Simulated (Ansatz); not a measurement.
Stepwise reaction of `[OH][Ti]([OH])([Cl])[Cl]` with water, as a gas-phase model of exchange steps in deposition or etching. ΔE in kJ/mol; ΔG adds harmonic PBE0-D4 terms to CCSD(T)/CBS, at 1 bar.

Computed with Ansatz on PBE0-D4/def2-TZVP structures; ΔE is electronic, products minus reactants. CCSD(T)/CBS adds triple-zeta CCSD(T) − MP2 to the extrapolated MP2 energy (def2 sets, frozen cores). This one scheme is used for every species. Functionals use def2-TZVPP. B3LYP here is the variant with VWN-RPA as its local correlation; programs differ in this. For Ti outer-core shells are correlated without core-valence functions, which leaves a few kJ/mol of doubt a bond. Scalar relativity is left out up to krypton. Each species was taken in one conformer, which may not be the lowest.

| step | reaction | PBE-D4 | B3LYP-D4 | ωB97M-V | CCSD(T)/CBS | ΔG(500 K) |
| --- | --- | --- | --- | --- | --- | --- |
| 1 | `[OH][Ti]([OH])([Cl])[Cl]` + H₂O → `[OH][Ti]([OH])([OH])[Cl]` + HCl | 30.8 | 29.3 | 27.0 | 33.0 | 27.4 |
| 2 | `[OH][Ti]([OH])([OH])[Cl]` + H₂O → `[OH][Ti]([OH])([OH])[OH]` + HCl | 37.2 | 36.1 | 35.2 | 39.3 | 37.2 |

(1) By hand: ΔE of the 2 steps together at CCSD(T)/CBS.

Results:

(1) (33.0) + (39.3) = 72.3 kJ/mol, or 36.1 kJ/mol a step.

In ΔE each step is higher than the one before. All are uphill at CCSD(T)/CBS. ΔG lies between 27.4 and 37.2 kJ/mol a step. PBE-D4 differs from CCSD(T)/CBS by -2.2 to -2.1 kJ/mol a step. Isolated molecules leave out the surface, adducts and barriers. Largest T1 diagnostic: 0.024.
